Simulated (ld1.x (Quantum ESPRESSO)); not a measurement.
Configuration tests for platinum (Pt) (ultrasoft)

- Element: Pt (Z = 78)
- Generator: ld1.x (Quantum ESPRESSO) 7.5
- Type: ultrasoft
- Functional: Wu–Cohen
- Relativity: scalar-relativistic
- Frozen core: [Xe] 4f14
- Valence charge: 10
- Reference configuration: 5d9 6s0.5 6p0 (charge +0.5)
- Partial waves: 6s (bound): rcut 1.85, rcutus 2.20 bohr; 6s channel at 0.6 Ry: rcut 1.85, rcutus 2.20 bohr; 6p (bound, empty): rcut 1.90, rcutus 2.55 bohr; 6p channel at 2.45 Ry: rcut 1.90, rcutus 2.55 bohr; 5d (bound): rcut 2.15, rcutus 2.50 bohr; 5d channel at 1.2 Ry: rcut 2.15, rcutus 2.50 bohr
- Local potential: all-electron potential smoothed inside 1.70 bohr (lloc = -2)
- Core correction: none
- Augmentation charge: PSQ, inside the norm-conserving radii

Energies are relative to the spin-unpolarised reference configuration 5d9 6s0.5 6p0; without spin polarisation the order of configurations can differ from experiment.

Problem. Give the all-electron excitation energy and the error of the potential for: 5d9 6s1 6p0; 5d9 6s0 6p0; 5d8 6s0 6p0; 5d9.5 6s0.5 6p0; 5d8 6s1 6p0; 5d8 6s2 6p0; 5d8 6s1 6p1.

Solution.

```tsv
valence configuration	charge	ΔE all-electron (eV)	error AE − PS (meV)
5d9 6s1 6p0	0	-3.715	+2.0
5d9 6s0 6p0	+1	5.516	-0.8
5d8 6s0 6p0	+2	25.518	+28
5d9.5 6s0.5 6p0	0	-3.829	+2.8
5d8 6s1 6p0	+1	7.484	+25
5d8 6s2 6p0	0	-2.743	+37
5d8 6s1 6p1	0	2.940	+33
```

Levels in the configuration 5d9 6s0 6p0:

| level | all-electron (eV) | pseudo (eV) |
| --- | --- | --- |
| 5d | -14.336 | -14.337 |
